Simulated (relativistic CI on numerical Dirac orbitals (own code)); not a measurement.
# Spin-allowed bands of a d2 ion in an octahedral site, by hand

Problem. Take Δ = 24850 cm⁻¹ and B = 760 cm⁻¹ for a d2 ion in an octahedral site. Calculate the three spin-allowed bands.

Working.
1. The terms of highest spin are 3F (energy 0) and 3P (15B = 11400 cm⁻¹). Here the F term splits into A2 at +1.2Δ = 29820, T2 at +0.2Δ = 4970 and T1 at −0.6Δ = -14910 cm⁻¹.
2. The two T1 states mix through the element 0.4Δ: H = [[-14910, 9940], [9940, 11400]], with roots ½(H₁₁ + H₂₂) ∓ ½√[(H₂₂ − H₁₁)² + 4H₁₂²] = ½(-3510) ∓ ½(32976) = -18243 and 14733 cm⁻¹.
3. The ground term is 3T1 at -18243 cm⁻¹.
4. Bands: 3T2 23213 cm⁻¹ (431 nm), 3T1(P) 32976 cm⁻¹ (303 nm), 3A2 48063 cm⁻¹ (208 nm).

Check. Exact diagonalisation of the whole d2 shell with these parameters gives 3T2 23213, 3T1 32976, 3A2 48063 cm⁻¹. The match is exact, since without spin-orbit coupling no other term has this spin. The ratio of the second band to the first, 1.421, depends on Δ/B = 32.7 alone, which is how a Tanabe-Sugano diagram is read.
